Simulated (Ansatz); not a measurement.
This geometry of AlBrH$_{4}$ (6 atoms, charge 0, multiplicity 1) is a first-order saddle point.

Level of theory: RKS B3LYP/def2-SVP in Ansatz 0.2.0.

```xyz
6
Properties=species:S:1:pos:R:3
Al 0.007 -0.015 0.043
H 0.013 0.167 1.667
H 1.404 0.153 -0.670
H -1.407 0.074 -0.652
Br 0.087 -2.635 1.070
H 0.052 -1.276 1.747
```

(1) Which two structures does it join? (They come from a converged band through this point; their orientation in space is the band's.)

(2) How far does it lie above each of them?

## Answers

(1) Bonds broken: Al1–H2, Br5–H6. Bonds formed: Al1–Br5, H2–H6. AlBrH4 becomes AlBrH2 + H2.

Image 0:

```xyz
6
Properties=species:S:1:pos:R:3
Al 0.000 0.200 -0.005
H -0.006 0.747 1.490
H 1.370 0.133 -0.804
H -1.375 0.054 -0.787
Br 0.084 -2.543 0.970
H 0.082 -2.124 2.339
```

Image 6:

```xyz
6
Properties=species:S:1:pos:R:3
Al 0.022 -0.632 -0.233
H 0.009 0.293 2.016
H 1.393 0.114 -0.445
H -1.391 0.035 -0.427
Br 0.088 -2.884 0.132
H 0.034 -0.457 2.162
```

(2) 2.6 kcal/mol above the first and 31.4 kcal/mol above the second. This is the barrier of this one path; another mechanism may lie lower. The orbitals stay closed-shell, which can raise the energy where a bond breaks towards radicals; this wasn't checked here.

Run time: 63 s on 1 thread of Intel(R) Xeon(R) Platinum 8488C (Sapphire Rapids), with other jobs on the host, peak memory 0.16 GiB.
